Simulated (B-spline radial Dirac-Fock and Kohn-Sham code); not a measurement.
# Cu⁹⁺: eigenvalues, ΔSCF and the reference

System: the Cu⁹⁺ ion, 1s2 2s2 2p6 3s2 3p6 3d2.

The density-functional columns are spherical, spin-unpolarised Dirac-Kohn-Sham results without Breit or QED terms: −ε is minus the orbital energy of the initial state and ΔSCF the difference of two total energies. The reference in the last column comes from multi-electron Dirac-Fock with separately optimised hole states, Breit and Lamb-shift corrections added in first order. All numbers are from an atomic code on a B-spline grid, in eV; a selection of levels is shown. The Kohn-Sham columns are given as differences from the reference. For the 1s level of heavy atoms much of the gap between ΔSCF and the reference is the Breit and QED part, -16.3 eV here; for other levels the error of the functional can be larger.

```
level  LDA −ε − DF  LDA ΔSCF − DF  Dirac-Fock
    K       -173.6          +14.5      9241.0
   L1        -64.3          -24.7      1366.7
   L2        -46.9           -0.9      1218.8
   L3        -47.3           -1.9      1198.7
   M1        -25.7           -9.3       353.0
   M2        -16.3           +0.1       301.9
   M3        -16.3            0.0       298.6
 M4,5        -15.4           +1.4       229.0
```

Values without a named source are computed, but for edge energies of neutral atoms, which are taken from tables.
